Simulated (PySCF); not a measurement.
C₄H₅ClSi, SMILES C#C[Si@H](Cl)C=C. Geometry: B3LYP-D3(BJ)/def2-SVP. The structure was generated by enumeration; whether it is a known compound was not checked. Other conformers were not sampled.

**Question.** Give the equilibrium geometry at B3LYP-D3(BJ)/def2-SVP (PySCF confirms it by a frequency run) as a Z-matrix. (The exact figures need the calculation; the answer reports its results.)

**Answer.** One answer among several that fit: 
```
Si
H 1 1.4841
C 1 1.8313 2 109.70
C 3 1.2171 2 149.13 1 178.66
H 4 1.0751 2 158.46 1 179.79
C 1 1.8592 2 112.29 3 -122.49
C 6 1.3397 1 123.50 2 122.32
H 7 1.0955 6 121.62 1 0.17
H 7 1.0957 8 116.44 6 -179.92
H 6 1.0980 7 118.90 8 -179.62
Cl 1 2.0851 2 106.49 3 117.90
```
Charge 0, spin multiplicity 1.
